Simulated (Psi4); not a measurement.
C3H9CdISi, singlet, at a GFN2-xTB geometry (such geometries of metal compounds can be far from the true shape) (core potentials on Cd, I); Psi4 with CAM-B3LYP/def2-TZVP.

Psi4 was given this input:
```
memory 2 GB

molecule {
0 1
Cd    0.64658011   -0.32997445    0.63765473
I     0.08583211    2.28715560   -0.09068767
Si   -0.59921512   -2.26916450   -0.39668123
C    -2.46064805   -1.90062855   -0.07302408
C    -0.20466876   -4.05374023    0.18306006
C    -0.27600319   -2.13841870   -2.28976077
H    -3.10719491   -2.53713120   -0.67067727
H    -2.72220622   -2.06006858    0.97143832
H    -2.70375839   -0.86655257   -0.31929605
H    -0.39500091   -4.18211290    1.24442928
H     0.83259057   -4.31556449   -0.00312212
H    -0.82488533   -4.76847039   -0.35086361
H     0.73705754   -2.44516749   -2.54270750
H    -0.40775282   -1.11428844   -2.64034445
H    -0.95686553   -2.76608928   -2.85795123
}

set {
  basis def2-tzvp
}

energy('cam-b3lyp')
print_variables()
```

What the program printed (banner, timings and long lists left out):

```
   => Loading Basis Set <=

    Name: DEF2-TZVP
    Role: ORBITAL
    Keyword: BASIS

    !!!  WARNING: ECP capability is in beta. Please check occupations closely.  !!!

         ---------------------------------------------------------
                                   SCF
               by Justin Turney, Rob Parrish, Andy Simmonett
                          and Daniel G. A. Smith
                              RKS Reference
         ---------------------------------------------------------

  ==> Geometry <==

    Molecular point group: c1
    Full point group: C1

    Geometry (in Angstrom), charge = 0, multiplicity = 1:

       Center              X                  Y                   Z               Mass
    ------------   -----------------  -----------------  -----------------  -----------------
         CD           0.573752376664    -0.542862024986     0.584628566659   113.903365090000
         I            0.013004376664     2.074268025014    -0.143713833341   126.904471900000
         SI          -0.672042853336    -2.482052074986    -0.449707393341    27.976926534650
         C           -2.533475783336    -2.113516124986    -0.126050243341    12.000000000000
         C           -0.277496493336    -4.266627804986     0.130033896659    12.000000000000
         C           -0.348830923336    -2.351306274986    -2.342786933341    12.000000000000
         H           -3.180022643336    -2.750018774986    -0.723703433341     1.007825032230
         H           -2.795033953336    -2.272956154986     0.918412156659     1.007825032230
         H           -2.776586123336    -1.079440144986    -0.372322213341     1.007825032230
         H           -0.467828643336    -4.395000474986     1.191403116659     1.007825032230
         H            0.759762836664    -4.528452064986    -0.056148283341     1.007825032230
         H           -0.897713063336    -4.981357964986    -0.403889773341     1.007825032230
         H            0.664229806664    -2.658055064986    -2.595733663341     1.007825032230
         H           -0.480580553336    -1.327176014986    -2.693370613341     1.007825032230
         H           -1.029693263336    -2.978976854986    -2.910977393341     1.007825032230

  Running in c1 symmetry.

  Rotational constants: A =      0.06001  B =      0.01310  C =      0.01202 [cm^-1]
  Rotational constants: A =   1799.05944  B =    392.71189  C =    360.26658 [MHz]
  Nuclear repulsion =  499.036642543124174

  Charge       = 0
  Multiplicity = 1
  Electrons    = 86
  Nalpha       = 43
  Nbeta        = 43

  ==> Algorithm <==

  SCF Algorithm Type is DF.
  DIIS enabled.
  MOM disabled.
  Fractional occupation disabled.
  Guess Type is SAD.
  Energy threshold   = 1.00e-06
  Density threshold  = 1.00e-06
  Integral threshold = 1.00e-12

  ==> Primary Basis <==

  Basis Set: DEF2-TZVP
    Blend: DEF2-TZVP
    Number of shells: 112
    Number of basis functions: 274
    Number of Cartesian functions: 309
    Spherical Harmonics?: true
    Max angular momentum: 3

  Core potential: DEF2-TZVP
    Number of shells: 8
    Number of ECP primitives: 43
    Number of ECP core electrons: 56
    Max angular momentum: 3

  ==> DFT Potential <==

   => LibXC <=

    Version 7.1.2
    S. Lehtola, C. Steigemann, M. J. T. Oliveira, and M. A. L. Marques,  SoftwareX 7, 1–5 (2018) (10.1016/j.softx.2017.11.002)

   => Composite Functional: CAM-B3LYP <=

    CAM-B3LYP Hyb-GGA Exchange-Correlation Functional

    T. Yanai, D. P. Tew, and N. C. Handy,  Chem. Phys. Lett. 393, 51 (2004) (10.1016/j.cplett.2004.06.011)

    Deriv               =              1
    GGA                 =           TRUE
    Meta                =          FALSE

    Exchange Hybrid     =           TRUE
    MP2 Hybrid          =          FALSE

   => Exchange Functionals <=

    0.3500         Becke 88 [omega = 0.3300]
    0.4600   Short-range recipe for B88 functional - erf [omega = 0.3300]

   => Exact (HF) Exchange <=

[...]

    J tasked:                  Yes
    K tasked:                  Yes
    wK tasked:                 Yes
    Omega:               3.300E-01
    Integrals threads:           1
    Algorithm:                Disk
    Integral Cache:           NONE
    Schwarz Cutoff:          1E-12
    Fitting Condition:       1E-10

   => Auxiliary Basis Set <=

  Basis Set: (DEF2-TZVP AUX)
    Blend: DEF2-UNIVERSAL-JKFIT
    Number of shells: 262
    Number of basis functions: 988
    Number of Cartesian functions: 1295
    Spherical Harmonics?: true
    Max angular momentum: 6

  Minimum eigenvalue in the overlap matrix is 6.4197274071E-04.
  Reciprocal condition number of the overlap matrix is 8.1038253703E-05.
    Using symmetric orthogonalization.

  ==> Pre-Iterations <==

  SCF Guess: Superposition of Atomic Densities via on-the-fly atomic UHF (no occupation information).

   -------------------------
    Irrep   Nso     Nmo
   -------------------------
     A        274     274
   -------------------------
    Total     274     274
   -------------------------

  ==> Iterations <==

                           Total Energy        Delta E     RMS |[F,P]|

   @DF-RKS iter SAD:  -870.75051278382750   -8.70751e+02   0.00000e+00
   @DF-RKS iter   1:  -873.86722269747611   -3.11671e+00   4.92881e-03 ADIIS/DIIS
   @DF-RKS iter   2:  -873.82955305751420    3.76696e-02   4.92104e-03 ADIIS/DIIS
   @DF-RKS iter   3:  -874.72367527973404   -8.94122e-01   7.06831e-04 ADIIS/DIIS
   @DF-RKS iter   4:  -874.73851535762412   -1.48401e-02   3.02097e-04 ADIIS/DIIS
   @DF-RKS iter   5:  -874.74064854085088   -2.13318e-03   6.32699e-05 DIIS
   @DF-RKS iter   6:  -874.74079667066337   -1.48130e-04   1.28670e-05 DIIS
   @DF-RKS iter   7:  -874.74081237134249   -1.57007e-05   7.02752e-06 DIIS
   @DF-RKS iter   8:  -874.74081475795003   -2.38661e-06   1.65617e-06 DIIS
   @DF-RKS iter   9:  -874.74081507133712   -3.13387e-07   7.24922e-07 DIIS
  Energy and wave function converged.

  ==> Post-Iterations <==

   Electrons on quadrature grid:
      Ntotal   =   86.0000286857 ; deviation = 2.869e-05

    Orbital Energies [Eh]
    ---------------------

    Doubly Occupied:

[...]
      43A     -0.286718

    Virtual:

[...]
    Final Occupation by Irrep:
              A
    DOCC [    43 ]
    NA   [    43 ]
    NB   [    43 ]

  @DF-RKS Final Energy:  -874.74081507133712

   => Energetics <=

    Nuclear Repulsion Energy =            499.0366425431241737
    One-Electron Energy =               -2371.3067660117085325
    Two-Electron Energy =                1054.7315740243379878
    DFT Exchange-Correlation Energy =     -57.2022656270905330
    Empirical Dispersion Energy =           0.0000000000000000
    VV10 Nonlocal Energy =                  0.0000000000000000
    Total Energy =                       -874.7408150713370105

Computation Completed

Properties will be evaluated at   0.000000,   0.000000,   0.000000 [a0]

Properties computed using the SCF density matrix

 Multipole Moments:

 ------------------------------------------------------------------------------------
     Multipole            Electronic (a.u.)      Nuclear  (a.u.)        Total (a.u.)
 ------------------------------------------------------------------------------------

 L = 1.  Multiply by 2.5417464519 to convert [e a0] to [Debye]
 Dipole X            :         50.8789742          -50.5893437            0.2896305
 Dipole Y            :        136.2942430         -138.1567501           -1.8625072
 Dipole Z            :         37.9740350          -37.5589262            0.4151088
 Magnitude           :                                                    1.9300606

 ------------------------------------------------------------------------------------

  Variable Map:
  ----------------------------------------------------------------------------
[...]
  Array Variable Map:
  ----------------------------------------------------------------------------
[...]
[...]
```
